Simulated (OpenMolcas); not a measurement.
A calculation on Xe2+.

```json
{"Program": "OpenMolcas 26.06", "Method": "RASSCF", "Basis": "ANO-RCC-VQZP [8s7p5d3f2g]", "Scalar Hamiltonian": "DKH2, point nucleus", "Active space": "6 electrons in 9 orbitals (RAS2 5s 5p; RAS3 5d, at most 2 electrons)", "State averaging": "2S+1 = 3 even, 3 roots; 2S+1 = 1 even, 7 roots; 2S+1 = 3 odd, 3 roots; 2S+1 = 1 odd, 3 roots", "Spin-orbit coupling": "state interaction with AMFI integrals over the reference wave functions, term energies averaged over their components"}
```

Question: Which level of the active space comes out lowest?

Answer: 5s2 5p4 3P2, with 92 % of that term; it is also the measured ground level.

Question: How high does 5s2 5p4 3P0 lie?

Answer: 7897 cm-1 above the lowest level; measured 8130 cm-1 above the ground level, so the calculation is off by -3 %.

Question: How high does 5s2 5p4 1D2 lie?

Answer: 18358 cm-1 above the lowest level; measured 17099 cm-1 above the ground level, so the calculation is off by +7 %.

Question: How high does 5s 5p5 3P* 1 lie?

Answer: 101928 cm-1 above the lowest level; measured 103568 cm-1 above the ground level, so the calculation is off by -2 %.

Question: The level at 0.0 cm-1 has J = 2. What is it made of, and what is its g factor?

Answer: 92 % 5s2 5p4 3P2, 8 % 5s2 5p4 1D; g = 1.461, against 1.501 from Landé's formula for the pure leading term.

Measured values: Saloman, J. Phys. Chem. Ref. Data 33, 765 (2004).

The run also gave levels led by 5s 5p4 5d, 5s2 5p3 5d, which use shells meant for correlation; these and all levels above them are left out. Some terms mix strongly with configurations of 5d, whose occupation reaches 0.28 (5s 5p5 3P*). Computed and measured levels are paired by configuration, term and J; levels that our copy of the source lacks, or whose pairing is in doubt (as where it misses far off the trend of its configuration), stay unpaired and out of the deviations. Levels of configurations outside the active space are missing.

* marks odd parity.
